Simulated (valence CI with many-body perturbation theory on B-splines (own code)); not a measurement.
## Ta⁶⁵⁺: magnetic and hyperfine properties of the levels

Calculated by valence CI with perturbative core correlation (CI+MBPT): six valence electrons over a frozen Dirac-Fock core [He], a basis of 9 s, 9 p, 8 d, 6 f, 3 g, 1 h functions for each j, with the one-electron correlation potential Σ1, the two-electron term Σ2, the three-electron term Σ3, Breit, model QED; selected CI, second order for the rest, scaled by the run's own slope (own B-spline code, finite nucleus).

The last digits are not significant, and no measured levels were compared; by estimate large intervals hold to a few tenths of a per cent, small ones and those within an open d or f shell to about a per cent. Among the levels kept, up to 2300 cm⁻¹ of a level comes from second order outside the variational space, and about a tenth of that is noise between levels of different J, which matters for small intervals.

A/g_I is the dipole constant over the nuclear g factor μ/I (μ in nuclear magnetons, uniformly magnetised nucleus), B/Q the quadrupole constant per barn. Both hold the static response of the core; the bare values leave it out. Large factors of s and p1/2 electrons are usually good to 5 to 10 %; those of open d and f shells near neutrality can be off by tens of per cent, and small factors of p3/2, d and f electrons come from cancelling terms and can be off by a factor of two or in sign, in half-filled shells by more. B is blank for J = 1/2, where it vanishes, and for nearly pure S terms. Energies count from the lowest level. Levels with J = 0 are left out.

Levels are named by their leading jj configuration (3d3/2^4 stands for four electrons in 3d with j = 3/2), which in mixed levels can hold well under half, so a name can repeat and another be missing. Letters in brackets count levels of one name in rising energy.

| Level | E (Ry) | g | A/g_I (MHz) | A/g_I bare | B/Q (MHz/b) | B/Q bare |
| --- | --- | --- | --- | --- | --- | --- |
| (2s^2 2p1/2^2 2p3/2^2) J=2 | 0.00 | 1.306 | 778000 | 796000 | 80300 | 80400 |
| (2s^2 2p1/2 2p3/2^3) J=1 | 96.56 | 1.470 | -756000 | -728000 | -774000 | -775000 |
| (2s^2 2p1/2 2p3/2^3) J=2 | 97.94 | 1.122 | 2330000 | 2340000 | -1630000 | -1630000 |
| (2s 2p1/2^2 2p3/2^3) J=2 | 125.87 | 1.464 | 5880000 | 5840000 | -1540000 | -1540000 |
| (2s 2p1/2^2 2p3/2^3) J=1 | 131.93 | 1.156 | -4330000 | -4240000 | -642000 | -643000 |
| (2s 2p1/2 2p3/2^4) J=1 | 226.08 | 1.266 | 1.41e+07 | 1.40e+07 | -126000 | -126000 |
| (2s^2 2p1/2^2 2p3/2 3s) J=2 | 617.91 | 1.483 | 2090000 | 2090000 | 1520000 | 1520000 |
| (2s^2 2p1/2^2 2p3/2 3s) J=1 | 618.56 | 1.142 | -527000 | -492000 | 773000 | 774000 |
| (2s^2 2p1/2^2 2p3/2 3p1/2) J=1 | 626.68 | 1.471 | 469000 | 494000 | 756000 | 757000 |
| (2s^2 2p1/2^2 2p3/2 3p1/2) J=2 | 626.79 | 1.152 | 1090000 | 1100000 | 1500000 | 1500000 |
| (2s^2 2p1/2^2 2p3/2 3p3/2) J=3 | 654.29 | 1.318 | 502000 | 514000 | 1970000 | 1970000 |
| (2s^2 2p1/2^2 2p3/2 3p3/2) J=1 | 654.33 | 1.330 | 499000 | 511000 | -781000 | -782000 |
| (2s^2 2p1/2^2 2p3/2 3p3/2) J=2 | 656.41 | 1.310 | 505000 | 517000 | 36100 | 36100 |
| (2s^2 2p1/2^2 2p3/2 3d3/2) J=2 | 663.05 | 1.029 | 454000 | 463000 | -3100 | -3080 |
| (2s^2 2p1/2^2 2p3/2 3d3/2) J=3 | 663.64 | 1.069 | 452000 | 461000 | 1560000 | 1560000 |
| (2s^2 2p1/2^2 2p3/2 3d3/2) J=1 | 663.90 | 1.074 | 450000 | 459000 | -636000 | -638000 |
| (2s^2 2p1/2^2 2p3/2 3d5/2) J=4 | 670.12 | 1.235 | 321000 | 328000 | 1590000 | 1590000 |
| (2s^2 2p1/2^2 2p3/2 3d5/2) J=2 | 670.97 | 1.220 | 107000 | 108000 | -1060000 | -1060000 |
| (2s^2 2p1/2^2 2p3/2 3d5/2) J=3 | 672.13 | 1.203 | 266000 | 271000 | -277000 | -277000 |
| (2s^2 2p1/2^2 2p3/2 3d5/2) J=1 | 673.05 | 1.072 | -504000 | -517000 | 173000 | 174000 |
| (2s^2 2p1/2 2p3/2^2 3s) J=2 [a] | 713.24 | 1.577 | 1070000 | 1070000 | 110000 | 110000 |
| (2s^2 2p1/2 2p3/2^2 3s) J=1 [a] | 714.12 | 1.297 | -2070000 | -2020000 | 29900 | 29900 |
| (2s^2 2p1/2 2p3/2^2 3s) J=3 | 715.04 | 1.300 | 2700000 | 2700000 | -3830 | -3850 |
| (2s^2 2p1/2 2p3/2^2 3s) J=2 [b] | 715.67 | 1.020 | 1480000 | 1500000 | -28200 | -28200 |
| (2s^2 2p1/2 2p3/2^2 3s) J=1 [b] | 719.13 | 1.300 | 6520000 | 6480000 | -14500 | -14500 |
| (2s^2 2p1/2 2p3/2^2 3p1/2) J=1 [a] | 721.80 | 1.635 | -1070000 | -1030000 | 43400 | 43400 |
| (2s^2 2p1/2 2p3/2^2 3p1/2) J=2 [a] | 722.39 | 1.195 | 1030000 | 1040000 | 13500 | 13500 |
| (2s^2 2p1/2 2p3/2^2 3p1/2) J=3 | 723.63 | 1.079 | 2040000 | 2050000 | -18300 | -18300 |
| (2s^2 2p1/2 2p3/2^2 3p1/2) J=2 [b] | 726.49 | 1.297 | 1190000 | 1210000 | 62200 | 62300 |
| (2s^2 2p1/2 2p3/2^2 3p1/2) J=1 [b] | 727.33 | 0.633 | 4530000 | 4510000 | -3440 | -3440 |
| (2s 2p1/2^2 2p3/2^2 3s) J=3 | 738.25 | 1.530 | 4990000 | 4960000 | 216000 | 216000 |
| (2s 2p1/2^2 2p3/2^2 3s) J=2 [a] | 740.45 | 1.371 | 5030000 | 5000000 | 100000 | 100000 |

(1) Take the isotope of mass number 181, with I = 7/2, μ = 2.365 μN and Q = 3.17 b. What is the hyperfine structure of (2s^2 2p1/2^2 2p3/2 3s) J=2?

Answers

(1) From the table A = 1410000 MHz, B = 4820000 MHz. Shifts from the centre of gravity in MHz: F = 3/2: -1.01e+07, F = 5/2: -8730000, F = 7/2: -5610000, F = 9/2: 480000, F = 11/2: 1.11e+07.
